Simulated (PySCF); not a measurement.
PySCF 2.14 output of an unrestricted r2SCAN calculation on a single atom or ion in aug-cc-pwCVTZ (8s7p5d3f, 75 functions), with no relativity, point nucleus:

```
SCF conv_tol = 1e-09
number electrons alpha = 8  beta = 6
    J. W. Furness, A. D. Kaplan, J. Ning, J. P. Perdew, and J. Sun.,  J. Phys. Chem. Lett. 11, 8208-8215 (2020)
    J. W. Furness, A. D. Kaplan, J. Ning, J. P. Perdew, and J. Sun.,  J. Phys. Chem. Lett. 11, 9248-9248 (2020)
    J. W. Furness, A. D. Kaplan, J. Ning, J. P. Perdew, and J. Sun.,  J. Phys. Chem. Lett. 11, 8208-8215 (2020)
    J. W. Furness, A. D. Kaplan, J. Ning, J. P. Perdew, and J. Sun.,  J. Phys. Chem. Lett. 11, 9248-9248 (2020)
cycle= 1 E= -396.846566966184  delta_E= -0.00719  |g|= 0.0156  |ddm|= 0.231
cycle= 2 E= -396.846745920857  delta_E= -0.000179  |g|= 0.00354  |ddm|= 0.0244
cycle= 3 E= -396.846756348336  delta_E= -1.04e-05  |g|= 0.000671  |ddm|= 0.00538
cycle= 4 E= -396.846756417672  delta_E= -6.93e-08  |g|= 8.94e-05  |ddm|= 0.00046
cycle= 5 E= -396.846756418644  delta_E= -9.72e-10  |g|= 2.12e-06  |ddm|= 0.000123
converged SCF energy = -396.846756418644  <S^2> = 2.0073568  2S+1 = 3.0049006
```

The run itself started from symmetry-adapted Hartree-Fock orbitals and held the occupation by maximum overlap, on a logarithmic radial grid, so the iterations belong to that start.

Q: Which element, charge and spin multiplicity is this?

A: S²⁺ (sulfur, charge +2), multiplicity 3; the state was [Ne] 3s2 3p2, high-spin 3P determinant.
